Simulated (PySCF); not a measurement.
Si(Br)(Me) (CH3BrSi), SMILES C[Si]Br (connectivity only; charge and spin as stated), neutral, multiplicity 1.

The structure is a stationary point at PBE-D3(BJ)/def2-TZVP.

These are ωB97X/def2-TZVPD (PySCF) values and carry that method's errors.

The molecule is in vacuum.

Q: Estimate the frontier levels, gap, dipole moment and polarisability. (An estimate is asked for; the answer gives what the named calculation found.)

A: 
- highest occupied level = -8.98 eV
- lowest empty level = -0.64 eV
- orbital gap = 8.34 eV
- dipole moment = 2.04 D
- quadrupole, principal values (traceless, Buckingham form, about the centre of nuclear charge) = -4.54, 2.25, 2.28 D·Å
- mean static polarisability = 68.1 bohr³ (10.09 Å³)
- polarisability, principal values = 55.0, 65.1, 84.2 bohr³
